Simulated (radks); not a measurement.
Problem. These are the eigenvalues of the occupied orbitals of an atom or ion with whole-number occupations (eV). Calculated with a radial shooting solver on a logarithmic mesh with Libxc functionals: Dirac Kohn-Sham, PBE, spin-unpolarised, spherical densities, point nucleus.

1s1/2: -41502.89
2s1/2: -9603.475
2p1/2: -9383.878
2p3/2: -8962.987

Which element is it, and in what charge state? The configuration may be excited. Open shells, if any, are shared by 2j + 1.

Solution. Z = 56, barium, charge +49: Ba49+ in [He] 2s2 2p3. The list shows which subshells hold electrons but not how many an open one holds; the 1s level, -1525.2 hartree, gives Z - s = 55.2 by -(Z - s)^2/2, which with screening and relativity narrows Z to a few neighbours, and the depths of the outer levels then fix element, charge and occupations together.
